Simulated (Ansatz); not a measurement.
C$_{2}$H$_{9}$AlO$_{4}$Si, charge -1, doublet, geometry from GFN2-xTB (such geometries of metal compounds can be far from the true shape) (a state made from the parent by changing its charge; the spin is typed, not shown lowest) (a gas-phase anion, which may not be bound at this level). Base run: B3LYP/pcseg-1 run with Ansatz (a first-principles code).

Input for Ansatz:
Ansatz 0.2 input:
```yaml
crystal:
  periodic: [false, false, false]
  atoms:
    - {symbol: Al, position_ang: [0.29613628, 1.34072167, 1.48692641]}
    - {symbol: C, position_ang: [0.99004365, 2.79075700, 0.12517843]}
    - {symbol: H, position_ang: [2.02391253, 2.59397359, -0.19474507]}
    - {symbol: H, position_ang: [1.00821819, 3.78866880, 0.58317301]}
    - {symbol: H, position_ang: [0.40749925, 2.90014008, -0.80194805]}
    - {symbol: C, position_ang: [-1.74288661, 1.79575097, 1.73977412]}
    - {symbol: H, position_ang: [-2.32623864, 1.95775478, 0.82118841]}
    - {symbol: H, position_ang: [-1.85655222, 2.71569170, 2.32885522]}
    - {symbol: H, position_ang: [-2.27992104, 1.01735300, 2.30059904]}
    - {symbol: O, position_ang: [0.30148160, -0.16025264, 0.51868904]}
    - {symbol: Si, position_ang: [0.09182957, -1.17809388, -0.68161485]}
    - {symbol: O, position_ang: [0.89375051, -2.60211315, -0.51028021]}
    - {symbol: O, position_ang: [0.65366512, -0.58605129, -2.10604036]}
    - {symbol: O, position_ang: [-1.49211149, -1.61032325, -0.84943880]}
    - {symbol: H, position_ang: [0.57829560, -3.13814135, 0.21021391]}
    - {symbol: H, position_ang: [1.05873673, 0.26984134, -1.99235366]}
    - {symbol: H, position_ang: [-2.08656454, -0.89047483, -0.65557083]}
basis:
  gaussian:
    orbitals: pcseg-1.json
hamiltonian:
  xc: b3lyp
total_charge: -1
magnetization: {spin_polarized: true, initial_magnetization: 1}
```
The basis file holds pcseg-1 in the JSON format of the Basis Set Exchange.

The base run was repeated with changes; each row names its change, and settings that it needs were set with it.

```
change                                                             ΔE vs base (mEh)
-----------------------------------------------------------------  ----------------
base                                                                          0.000
fitting.mean_field = cc-pVTZ-JKFIT                                           -0.045
final_grid = 14, 28, 59                                                       0.000
point_charge = charge:1.0 position_ang:-4.023, 4.2147, 4.591                -85.638
point_charge = charge:-1.0 position_ang:-6.0471, -1.2859, -2.9091            67.713
accuracy = high                                                              -0.002
lower_state_search = full                                                     0.000
fitting.mean_field = def2-universal-JKFIT                                    -0.125
lower_state_search = off                                                      0.000
final_grid = 6, 12, 29                                                       -0.005
nuclear_model = gaussian                                                      0.350
```

A gas-phase anion may not be bound at this level; its values then depend on the basis.
